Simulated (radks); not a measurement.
Species: Mn+. Configuration: [Ar] 3d5 4s1. Calculated with a radial shooting solver on a logarithmic mesh with Libxc functionals: non-relativistic Kohn-Sham, LDA (Slater exchange, Perdew-Wang correlation), spin-unpolarised, spherical densities, point nucleus.

Unscreened Slater integrals over Kohn-Sham orbitals (eV).

integral     value
F0(4s,4s)   8.7350
F0(4s,3d)   10.934
G2(4s,3d)   1.4904
F0(4s,3p)   11.246
G1(4s,3p)  0.68858
F0(4s,3s)   11.293
G0(4s,3s)  0.49210
F0(3d,3d)   21.602
F2(3d,3d)   9.7618
F4(3d,3d)   6.0293
F0(3d,3p)   23.972
F2(3d,3p)   11.128
G1(3d,3p)   13.812
G3(3d,3p)   8.3042
F0(3d,3s)   24.492
G2(3d,3s)   10.402
F0(3p,3p)   27.084
F2(3p,3p)   13.513
F0(3p,3s)   27.734
G1(3p,3s)   18.356
F0(3s,3s)   28.444

Derived for the open shells (J is the average intra-shell exchange parameter used in DFT+U). 3d: Racah B = F2/49 - 5 F4/441 = 0.1309 eV, C = 35 F4/441 = 0.4785 eV, C/B = 3.66, F4/F2 = 0.618, J = (F2 + F4)/14 = 1.128 eV.
